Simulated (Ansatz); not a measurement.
Coupled-cluster run, GaH4OSb, SMILES `[GaH2][O][SbH2]`.

```yaml
crystal:
  periodic: [false, false, false]
  atoms:
    - {symbol: Ga, position_ang: [-1.142604, 0.318390, -0.884159]}
    - {symbol: O, position_ang: [0.546224, 0.767475, -0.518390]}
    - {symbol: Sb, position_ang: [1.878076, -0.087267, 0.628878]}
    - {symbol: H, position_ang: [-1.667926, -1.013186, -0.251293]}
    - {symbol: H, position_ang: [-1.885983, 1.322167, -1.817659]}
    - {symbol: H, position_ang: [1.143554, 0.331420, 2.130419]}
    - {symbol: H, position_ang: [1.128647, -1.638999, 0.712204]}
basis:
  gaussian: {orbitals: def2-SVP}
correlation: {method: ccsd_t}
```

```sh
$ ansatz run in.yaml --threads 2 --pin off --events-out ev --progress --plain --max-ram 4352MiB
```

The program prints (abridged):

```
Functional definition: HF
989 factors; integrals over basis functions are off by at most 7.6e-4 eV
mean field evaluation 1: about -60933.2119 eV, gradient 3.9e1 eV
mean field evaluation 2: about -60933.2232 eV, gradient 3.9e1 eV
mean field evaluation 4: about -60936.5962 eV, gradient 2.6e0 eV
mean field evaluation 8: about -60936.6299 eV, gradient 1.2e-1 eV
mean field -60936.63005746 eV, -2239.3798502803 hartree, gradient 3.0e-6 eV, S^2 0.000000; 0 other end points of the search recorded, 0 dependent functions left out
14 core orbitals not correlated: weight in the atoms' cores, before any rotation towards them, 1.000 or more for the frozen orbitals, at most 0.000 for the correlated occupied ones
reference -60936.63005746 eV, -2239.3798502803 hartree; 19, 19 occupied and 59, 59 virtual orbitals, 989 factors
second order -14.35313429 eV of doubles, -0.00000000 eV of singles
cycle   1  -14.16490993 eV  change    1.9e-1 eV  update   1.3e-1
cycle   2  -14.74930604 eV  change   -5.8e-1 eV  update   4.3e-2
cycle   3  -14.90447952 eV  change   -1.6e-1 eV  update   2.4e-2
cycle   4  -14.88922909 eV  change    1.5e-2 eV  update   6.7e-3
cycle   5  -14.88956348 eV  change   -3.3e-4 eV  update   3.5e-3
cycle   6  -14.89069993 eV  change   -1.1e-3 eV  update   1.1e-3
cycle   7  -14.89023311 eV  change    4.7e-4 eV  update   4.7e-4
cycle   8  -14.89020953 eV  change    2.4e-5 eV  update   1.3e-4
cycle   9  -14.89025799 eV  change   -4.8e-5 eV  update   5.6e-5
cycle  10  -14.89025010 eV  change    7.9e-6 eV  update   1.9e-5
perturbative correction -0.44808474 eV, -0.0164668105 hartree
Total energy: -60951.96839230 eV, -2239.9435236890 hartree
```

It took 6.5 s on 2 threads of an Intel Xeon Platinum 8375C on a shared host, with 0.36 GiB of host memory at the peak.

MP2 recovers 93.6 % of the CCSD(T) correlation energy and the triples give 2.9 %; T1 = 0.0146.
